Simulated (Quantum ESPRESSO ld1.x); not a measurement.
Values are calculated unless marked as measured or tabulated.
Q: The mean radii <r> (bohr) of the occupied orbitals of an atom or ion are listed with their occupations. Code: ld1.x of Quantum ESPRESSO 7.5. Model: scalar-relativistic Kohn-Sham, LDA (Slater exchange, Perdew-Wang correlation), spin-polarised, spherical densities, point nucleus.

orbital  occ.      <r>
1s up       1  0.04556
1s down     1  0.04556
2s up       1   0.2031
2s down     1   0.2030
2p up       3   0.1775
2p down     3   0.1773
3s up       1   0.5894
3s down     1   0.5904
3p up       3   0.6025
3p down     3   0.6040
3d up       5   0.6265
3d down     3   0.6307
4s up       1    1.721
4p up       3    2.105
4p down     3    2.179

Name the element and its charge. Open shells, if any, are filled with parallel spins first.

A: Z = 33, arsenic, charge 0: As in [Ar] 3d8 4s1 4p6. The 1s radius gives Z: for a bare nucleus <r> = (2 gamma + 1)/(2Z) with gamma = sqrt(1 - (Z/c)^2), 0.04456 bohr for Z = 33, and screening makes it slightly larger (0.04556 here). The occupations add up to 33, and the charge is Z minus that.
